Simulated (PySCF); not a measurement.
# `[O-][n+]1ccc(O)cc1`: 4 charge schemes on one density

Species: C5H5NO2.
Structure used (GFN2-xTB), in Å, numbered top down from 1:
```xyz
13
C5H5NO2 angstrom
O     -2.866   -0.238    0.152
N     -1.618   -0.109    0.083
C     -1.048    1.119    0.000
C      0.309    1.292   -0.074
C      1.156    0.183   -0.067
O      2.494    0.374   -0.139
C      0.564   -1.074    0.017
C     -0.804   -1.188    0.091
H     -1.741    1.946   -0.001
H      0.730    2.282   -0.138
H      2.954   -0.474   -0.128
H      1.169   -1.970    0.026
H     -1.303   -2.142    0.160
```

Density: PBE0/pcSseg-1 (PySCF); schemes: Mulliken, IAO, Hirshfeld and ESP-fitted. Isolated species at its GFN2-xTB geometry (one conformer only).

Q: Do the Mulliken, IAO, Hirshfeld and ESP-fitted schemes agree on where the charge is highest?

A: The schemes don't all agree: Mulliken C3 (+0.263); IAO H11 (+0.368); Hirshfeld H11 (+0.187); ESP-fitted N2 (+0.495).

Q: At which atom do the 4 schemes differ most?

A: At N2: from -0.164 (Mulliken) to +0.495 e (ESP-fitted), 0.659 e apart.

Q: What partial charge does each atom carry?

A: In e:

```tsv
atom	environment	Mulliken	IAO	Hirshfeld	ESP-fitted
O1	N-oxide oxygen	-0.469	-0.542	-0.319	-0.563
N2	N-oxide nitrogen	-0.164	+0.281	+0.112	+0.495
C3	aromatic CH next to a ring nitrogen	+0.263	-0.078	+0.005	-0.166
C4	aromatic CH carbon	-0.208	-0.189	-0.062	-0.304
C5	aromatic carbon bearing oxygen	+0.223	+0.205	+0.070	+0.397
O6	phenol-type oxygen	-0.371	-0.465	-0.179	-0.557
C7	aromatic CH carbon	-0.244	-0.217	-0.074	-0.410
C8	aromatic CH next to a ring nitrogen	+0.259	-0.080	+0.002	-0.108
H9	aromatic hydrogen	+0.119	+0.188	+0.068	+0.184
H10	aromatic hydrogen	+0.120	+0.180	+0.065	+0.220
H11	phenol-type hydroxyl hydrogen	+0.242	+0.368	+0.187	+0.429
H12	aromatic hydrogen	+0.115	+0.161	+0.058	+0.209
H13	aromatic hydrogen	+0.117	+0.187	+0.067	+0.173
```

Mean size of the charges over all atoms: ESP-fitted 0.324 e, IAO 0.242 e, Mulliken 0.224 e, Hirshfeld 0.097 e. Each set sums to the total charge, 0, to within 0.001 e. The Mulliken scheme gives each basis function's population to the atom it is centred on and halves the overlap population of two atoms between them. The ESP scheme is a least-squares fit of atom-centred charges to the potential on four shells outside the van der Waals surface, with the total charge fixed.

Q: How many electrons does the IAO scheme count on N2?

A: Z − q = 7 − (+0.281) ≈ 6.718.

Q: Sum the charges by element, for elements with more than one atom.

A: 
```tsv
element	atoms	Mulliken	IAO	Hirshfeld	ESP-fitted
O	2	-0.839	-1.007	-0.497	-1.120
C	5	+0.291	-0.359	-0.059	-0.591
H	5	+0.712	+1.085	+0.445	+1.215
```

Q: How closely do the schemes follow one another over all atoms?

A: Correlation coefficient and root-mean-square difference: IAO with ESP-fitted 0.97, 0.110 e; IAO with Hirshfeld 0.97, 0.156 e; Hirshfeld with ESP-fitted 0.91, 0.248 e; Mulliken with Hirshfeld 0.79, 0.165 e; Mulliken with IAO 0.74, 0.191 e; Mulliken with ESP-fitted 0.67, 0.267 e.

The run behind these numbers computed NMR shieldings as well. Hardware: one thread, Arm Neoverse N1 (aarch64) (shared host). Cost: 47 s of wall time (grids of density and orbitals included), 0.87 GiB resident at most.
